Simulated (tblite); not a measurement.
Species: C₅H₃F₂O (doublet state).
SMILES with atom numbers: `[F:1][C:2]([F:3])[c:4]1[cH:5][cH:6][cH:7][o:8]1` (hydrogens: H9 on C5; H10 on C6; H11 on C7)

Computed geometry: GFN2-xTB, gas phase. This method treats the open shell by occupation alone, without spin polarisation.

List the bond lengths, angles and torsions at this level.

```csv
bond,length (bohr)
F1–C2,2.517
C2–F3,2.511
C2–C4,2.589
C4–C5,2.663
C5–C6,2.640
C6–C7,2.589
C7–O8,2.548
C4–O8,2.575
C5–H9,2.020
C6–H10,2.023
C7–H11,2.024
```

A selection of angles:
```csv
angle,degrees
F1–C2–F3,111.6
F1–C2–C4,122.8
F3–C2–C4,125.6
C2–C4–C5,129.6
C2–C4–O8,120.9
C5–C4–O8,109.5
C4–C5–C6,105.7
C5–C6–C7,106.8
C6–C7–O8,111.2
C4–O8–C7,106.8
```

Dihedral angles: F1–C2–C4–C5 0° (synperiplanar).

C6 (carbon bonded to 2 C and H) is planar (angles 126.8°, 126.3° and 106.8°, sum 360.0°, 0.00 Å off the plane of its three neighbours). C7 (carbon bonded to C, O and H) is planar (angles 132.0°, 116.8° and 111.2°, sum 360.0°, 0.00 Å off the plane of its three neighbours). O8 (oxygen bonded to 2 C) is bent (angle 106.8°). The C–C distances run from 1.370 Å (C2–C4, drawn single) to 1.409 Å (C4–C5, aromatic), a spread of 0.039 Å. The 8 heavy atoms lie in one plane (0.000 Å rms). The 5-membered ring C4–C5–C6–C7–O8 has internal angles of 105.7° to 111.2°; it is planar, 0.00 Å rms from its mean plane, widest ring torsion 0°. C2 (carbon bonded to C and 2 F) is planar (angles 125.6°, 122.8° and 111.6°, sum 360.0°, 0.00 Å off the plane of its three neighbours).

Point group: Cs (tolerance 0.08 Å). Its GFN2-xTB frequencies are all real (lowest 129 cm⁻¹).

One conformer stands for the species.
